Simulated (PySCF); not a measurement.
# Identify the compound

The spectra below were simulated for a compound C7H8O.

1H NMR (400 MHz, computed): δ 3.98 (m, 1H), 3.30 (m, 1H), 2.76 (m, 1H), 2.41 (m, 1H), 1.91 (d, 1H), 1.44 (d, 3H).

13C{1H} NMR (computed): δ 208.2 (C), 83.4 (CH), 81.2 (C), 55.6 (CH2), 54.0 (CH), 23.1 (CH), 20.2 (CH3).

- GIAO PBE0/pcSseg-1 shieldings
- coordinates at the GFN2-xTB level
- code: PySCF
- single conformer, non-relativistic Hamiltonian, equivalent nuclei averaged, in vacuum

Chemical shifts δ = σref − σ; 1H (σref 31.72), 13C (σref 186.93) vs TMS, all at this level.

Which of these isomers gave the spectra?
A. C#C[C@@H]1C(=O)C[C@@H]1C
B. C=CC1C=COC=C1
C. C=CCc1ccco1
D. CC/C=C\C#CC=O
E. c1cc(C2CC2)co1

## Answers

A. 

- Rings plus π bonds: 4 (1 ring in the answer).
- 7 carbon signals for 7 carbons: no two carbons are equivalent.
- Carbon types of the structure: 2 × C, 3 × CH, 1 × CH2, 1 × CH3, which accounts for all hydrogens.
- δC 208.2: ketone carbonyl carbon; the double bond to the heteroatom, with no lone-pair donor beside it, deshields it most.
- δC 83.4: terminal alkyne carbon; sp carbons lie upfield of alkene carbons because the cylindrical π system leaves one tensor component strongly shielded.
- δC 81.2: alkyne carbon; sp carbons lie upfield of alkene carbons because the cylindrical π system leaves one tensor component strongly shielded.
- δC 55.6: sp3 CH2 α to a carbonyl; the adjacent C=O deshields it moderately.
- δC 54.0: sp3 CH α to a carbonyl; α to the electron-withdrawing carbonyl group.

The others: c1cc(C2CC2)co1 would give 6 carbon signals, not 7; C=CC1C=COC=C1 would give 5 carbon signals, not 7; C=CCc1ccco1 would give 7 signals for carbon-bound and other non-exchanging H, not 6; CC/C=C\C#CC=O would give 5 signals for carbon-bound and other non-exchanging H, not 6.

Shifts are as computed. Against solution values, carbons near 30 ppm lie about +3 ppm off and those near 130 ppm about +5 ppm. Of 1211 compounds with measured shifts, 218 miss one by over three times the rms of a fit or turn the order of signals round; such compounds aren't used in these exercises. No couplings were computed; multiplicities are counted from neighbouring protons, with m where these are inequivalent, close in shift, in a saturated or five-membered ring or joined by F or P, and br s for small geminal =CH2 splittings.
